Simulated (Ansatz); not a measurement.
Reaction (cleavage of the Si–B bond): `N[SiH](Cl)BO` + H₂S → `N[SiH](S)Cl` + `BO`

Isolated molecules relaxed with PBE0-D4/def2-TZVP in Ansatz; ΔE leaves out vibrations. CBS: MP2 limit from def2 TZ/QZ plus the TZ coupled-cluster correction, frozen cores. This one scheme is used for every species. DFT in def2-TZVPP. One conformer a species, not always the lowest.

```
             level  ΔE (kJ/mol)
           PBE0-D4        -84.2
           ωB97M-V        -89.6
SCS-MP2/def2-QZVPP        -93.3
    CCSD/CBS(def2)        -87.2
```

Task: What does CCSD(T)/CBS give? (An estimate is asked.)

Result: Ansatz gave: -87.8 kJ/mol. The listed levels differ from it by 3.6, -1.8, -5.5, 0.6 kJ/mol.

Largest T1 diagnostic among the species: 0.014.

From PBE to PBE0 (25 % exact exchange), in def2-TZVPP and without D4, ΔE moves by −4.4 kJ/mol.
